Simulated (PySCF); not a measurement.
C₂H₄NO (SMILES C[N]C=O), doublet (typed; the unrestricted solution is spin-contaminated), geometry from GFN2-xTB, atoms displaced at random by about 0.03 Å a coordinate; PySCF with HF/STO-3G, gradient by finite differences.

Here is a job for PySCF.
```python
from pyscf import gto, scf

mol = gto.Mole()
mol.atom = '''
    C    -1.500776   -0.258106   -0.010522
    N    -0.283040   -0.127190   -0.706756
    C     0.871030   -0.018725   -0.158075
    O     1.229843    0.591649    0.802800
    H    -2.298329    0.178807   -0.627914
    H    -1.768613   -1.342180    0.168474
    H    -1.377511    0.273592    0.985087
    H     1.633409   -0.583879   -0.854053
'''
mol.basis = 'sto-3g'
mol.charge = 0
mol.spin = 1
mol.verbose = 4
mol.build()

mf = scf.UHF(mol)
mf.conv_tol = 1e-11
mf.kernel()
scan, done = mf.as_scanner(), []
scan.scf_summary = {}
def energy(d):
    c = mol.atom_coords()
    c[0, 0] += d
    e = scan(mol.set_geom_(c, unit='Bohr', inplace=False))
    done.append(scan.converged)
    return e
h = 0.2
fd = (energy(h) - energy(-h)) / (2 * h)
print('dE/dx =', fd)
```

Problem. Write the output that PySCF gives for this input, abridged.

Solution. 
```
PySCF version 2.14.0

[INPUT] verbose = 4
[INPUT] num. atoms = 8
[INPUT] num. electrons = 31
[INPUT] charge = 0
[INPUT] spin (= nelec alpha-beta = 2S) = 1
[INPUT] symmetry False subgroup None
[INPUT] Mole.unit = angstrom
[INPUT] Symbol           X                Y                Z      unit          X                Y                Z       unit  Magmom
[...]
nuclear repulsion = 113.984900975382
number of shells = 16
number of NR pGTOs = 72
number of NR cGTOs = 24
basis = sto-3g
ecp = {}

******** <class 'pyscf.scf.uhf.UHF'> ********
method = UHF
initial guess = minao
damping factor = 0
level_shift factor = 0
DIIS = <class 'pyscf.scf.diis.CDIIS'>
diis_start_cycle = 1
diis_space = 8
diis_damp = 0
SCF conv_tol = 1e-11
SCF conv_tol_grad = None
SCF max_cycles = 50
direct_scf = True
direct_scf_tol = 1e-13
number electrons alpha = 16  beta = 15
Set gradient conv threshold to 3.16228e-06
init E= -205.450957337289

cycle= 1 E= -204.419185915633  delta_E= 1.03  |g|= 0.457  |ddm|= 2.65
cycle= 2 E= -204.545182037833  delta_E= -0.126  |g|= 0.315  |ddm|= 0.952
cycle= 3 E= -204.5994620859  delta_E= -0.0543  |g|= 0.0623  |ddm|= 0.37
cycle= 4 E= -204.606785948118  delta_E= -0.00732  |g|= 0.0347  |ddm|= 0.147
cycle= 5 E= -204.609555009519  delta_E= -0.00277  |g|= 0.0232  |ddm|= 0.0899
cycle= 6 E= -204.611739500244  delta_E= -0.00218  |g|= 0.0208  |ddm|= 0.0846
cycle= 7 E= -204.614368852549  delta_E= -0.00263  |g|= 0.0194  |ddm|= 0.108
cycle= 8 E= -204.619854555271  delta_E= -0.00549  |g|= 0.00981  |ddm|= 0.334
cycle= 9 E= -204.618841264903  delta_E= 0.00101  |g|= 0.0126  |ddm|= 0.115
cycle= 10 E= -204.620461195107  delta_E= -0.00162  |g|= 0.00646  |ddm|= 0.151
cycle= 11 E= -204.620178884045  delta_E= 0.000282  |g|= 0.01  |ddm|= 0.0719
cycle= 12 E= -204.621055909579  delta_E= -0.000877  |g|= 0.00447  |ddm|= 0.121
cycle= 13 E= -204.621223407846  delta_E= -0.000167  |g|= 0.00183  |ddm|= 0.0688
cycle= 14 E= -204.621235746648  delta_E= -1.23e-05  |g|= 0.00112  |ddm|= 0.0123
cycle= 15 E= -204.621233495624  delta_E= 2.25e-06  |g|= 0.00159  |ddm|= 0.00874
cycle= 16 E= -204.621244757708  delta_E= -1.13e-05  |g|= 0.000557  |ddm|= 0.016
cycle= 17 E= -204.621246498717  delta_E= -1.74e-06  |g|= 0.000597  |ddm|= 0.00774
cycle= 18 E= -204.621248721482  delta_E= -2.22e-06  |g|= 0.000197  |ddm|= 0.00676
cycle= 19 E= -204.621249022599  delta_E= -3.01e-07  |g|= 0.000107  |ddm|= 0.0028
cycle= 20 E= -204.621249078811  delta_E= -5.62e-08  |g|= 4.5e-05  |ddm|= 0.0011
cycle= 21 E= -204.621249090088  delta_E= -1.13e-08  |g|= 1.27e-05  |ddm|= 0.000475
cycle= 22 E= -204.621249090818  delta_E= -7.3e-10  |g|= 4.81e-06  |ddm|= 0.000158
cycle= 23 E= -204.621249090838  delta_E= -2.02e-11  |g|= 2.6e-06  |ddm|= 3.92e-05
cycle= 24 E= -204.621249090856  delta_E= -1.81e-11  |g|= 1.49e-06  |ddm|= 9.15e-06
cycle= 25 E= -204.621249090876  delta_E= -1.96e-11  |g|= 5.48e-07  |ddm|= 2.17e-05
cycle= 26 E= -204.621249090879  delta_E= -2.9e-12  |g|= 2.47e-07  |ddm|= 8.5e-06
Extra cycle  E= -204.621249090879  delta_E=    0  |g|= 1.9e-07  |ddm|= 5.12e-07
converged SCF energy = -204.621249090879  <S^2> = 0.99252111  2S+1 = 2.2293686
Create scanner for <class 'pyscf.scf.uhf.UHF'>

WARN: Mole.unit (angstrom) is changed to Bohr

New geometry
   1 C     -1.394940557816  -0.258106000000  -0.010522000000 AA   -2.636055614320  -0.487749651107  -0.019883698283 Bohr
   2 N     -0.283040000000  -0.127190000000  -0.706756000000 AA   -0.534868082297  -0.240354265783  -1.335575276893 Bohr
   3 C      0.871030000000  -0.018725000000  -0.158075000000 AA    1.646008146280  -0.035385121682  -0.298718457141 Bohr
   4 O      1.229843000000   0.591649000000   0.802800000000 AA    2.324066446213   1.118054571873   1.517072132801 Bohr
   5 H     -2.298329000000   0.178807000000  -0.627914000000 AA   -4.343212354145   0.337896259155  -1.186585489780 Bohr
   6 H     -1.768613000000  -1.342180000000   0.168474000000 AA   -3.342194190345  -2.536352609869   0.318369719110 Bohr
[...]
cycle= 11 E= -204.593653183431  delta_E= -4.31e-08  |g|= 4.05e-05  |ddm|= 0.00107
cycle= 12 E= -204.593653189782  delta_E= -6.35e-09  |g|= 2.41e-05  |ddm|= 0.000259
cycle= 13 E= -204.593653192744  delta_E= -2.96e-09  |g|= 1.73e-05  |ddm|= 0.00013
cycle= 14 E= -204.593653194997  delta_E= -2.25e-09  |g|= 1.15e-05  |ddm|= 0.000137
cycle= 15 E= -204.593653196253  delta_E= -1.26e-09  |g|= 5.77e-06  |ddm|= 0.00014
cycle= 16 E= -204.593653196502  delta_E= -2.49e-10  |g|= 2.51e-06  |ddm|= 7.24e-05
cycle= 17 E= -204.59365319652  delta_E= -1.84e-11  |g|= 1.4e-06  |ddm|= 1.82e-05
cycle= 18 E= -204.593653196525  delta_E= -4.38e-12  |g|= 9.2e-07  |ddm|= 5.36e-06
Extra cycle  E= -204.593653196527  delta_E= -1.99e-12  |g|= 8.09e-07  |ddm|= 2.16e-06
converged SCF energy = -204.593653196527  <S^2> = 0.99438987  2S+1 = 2.2310445

WARN: Mole.unit (angstrom) is changed to Bohr

New geometry
   1 C     -1.606611442184  -0.258106000000  -0.010522000000 AA   -3.036055614320  -0.487749651107  -0.019883698283 Bohr
   2 N     -0.283040000000  -0.127190000000  -0.706756000000 AA   -0.534868082297  -0.240354265783  -1.335575276893 Bohr
   3 C      0.871030000000  -0.018725000000  -0.158075000000 AA    1.646008146280  -0.035385121682  -0.298718457141 Bohr
   4 O      1.229843000000   0.591649000000   0.802800000000 AA    2.324066446213   1.118054571873   1.517072132801 Bohr
   5 H     -2.298329000000   0.178807000000  -0.627914000000 AA   -4.343212354145   0.337896259155  -1.186585489780 Bohr
   6 H     -1.768613000000  -1.342180000000   0.168474000000 AA   -3.342194190345  -2.536352609869   0.318369719110 Bohr
   7 H     -1.377511000000   0.273592000000   0.985087000000 AA   -2.603118523576   0.517013949872   1.861544638869 Bohr
   8 H      1.633409000000  -0.583879000000  -0.854053000000 AA    3.086695659400  -1.103371399885  -1.613926265863 Bohr

******** <class 'pyscf.scf.hf.UHF_Scanner'> ********
method = UHF_Scanner
initial guess = minao
damping factor = 0
level_shift factor = 0
DIIS = <class 'pyscf.scf.diis.CDIIS'>
diis_start_cycle = 1
diis_space = 8
diis_damp = 0
SCF conv_tol = 1e-11
SCF conv_tol_grad = None
SCF max_cycles = 50
direct_scf = True
direct_scf_tol = 1e-13
number electrons alpha = 16  beta = 15
Set gradient conv threshold to 3.16228e-06
init E= -204.64562109707
cycle= 1 E= -204.612515158076  delta_E= 0.0331  |g|= 0.042  |ddm|= 0.244
cycle= 2 E= -204.614226063621  delta_E= -0.00171  |g|= 0.0137  |ddm|= 0.072
cycle= 3 E= -204.614424515031  delta_E= -0.000198  |g|= 0.00615  |ddm|= 0.0236
cycle= 4 E= -204.614497659918  delta_E= -7.31e-05  |g|= 0.00313  |ddm|= 0.0164
cycle= 5 E= -204.614527692297  delta_E= -3e-05  |g|= 0.00188  |ddm|= 0.0115
cycle= 6 E= -204.614542621146  delta_E= -1.49e-05  |g|= 0.00148  |ddm|= 0.00775
cycle= 7 E= -204.614556927404  delta_E= -1.43e-05  |g|= 0.00123  |ddm|= 0.00863
cycle= 8 E= -204.614584107903  delta_E= -2.72e-05  |g|= 0.000557  |ddm|= 0.0264
cycle= 9 E= -204.614588269541  delta_E= -4.16e-06  |g|= 0.000257  |ddm|= 0.0112
cycle= 10 E= -204.614588730876  delta_E= -4.61e-07  |g|= 0.000103  |ddm|= 0.00333
cycle= 11 E= -204.614588784718  delta_E= -5.38e-08  |g|= 4.61e-05  |ddm|= 0.00094
cycle= 12 E= -204.614588793985  delta_E= -9.27e-09  |g|= 2.86e-05  |ddm|= 0.000274
cycle= 13 E= -204.614588798237  delta_E= -4.25e-09  |g|= 2.07e-05  |ddm|= 0.000151
cycle= 14 E= -204.614588801674  delta_E= -3.44e-09  |g|= 1.31e-05  |ddm|= 0.000185
cycle= 15 E= -204.614588803202  delta_E= -1.53e-09  |g|= 7.27e-06  |ddm|= 0.000138
cycle= 16 E= -204.61458880365  delta_E= -4.48e-10  |g|= 3.35e-06  |ddm|= 0.000101
cycle= 17 E= -204.614588803702  delta_E= -5.16e-11  |g|= 1.6e-06  |ddm|= 2.94e-05
cycle= 18 E= -204.614588803706  delta_E= -4.66e-12  |g|= 9.56e-07  |ddm|= 1.16e-05
Extra cycle  E= -204.614588803709  delta_E= -2.67e-12  |g|= 7.94e-07  |ddm|= 2.02e-06
converged SCF energy = -204.614588803709  <S^2> = 0.99397543  2S+1 = 2.2306729
dE/dx = 0.05233901795556051
```
